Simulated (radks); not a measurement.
Spherical quantum dot in the effective-mass picture: electrons in a parabolic well V = omega^2 r^2 / 2 with omega = 0.27, all in effective atomic units (hartree* = m*/eps^2 hartree, bohr* = eps/m* bohr), one dielectric constant everywhere. Method: non-relativistic Kohn-Sham, r2SCAN, spin-polarised, spherical densities, generalised Kohn-Sham scheme; computed with a radial shooting solver with Libxc functionals. Levels are named by radial order and angular momentum (1s, 1p, 1d, 2s, ...), and open shells are averaged over m. Results are scaled to m* = 0.622 and eps = 14.7, for which hartree* = 78.33 meV and bohr* = 1.251 nm. At N = 1 the configuration is 1s(up 1, down 0). Does electron 2 go into 1s down or 1p up?

Answer. Into 1s down. The total energies of the other choices lie higher by 13.9 meV (1p up).
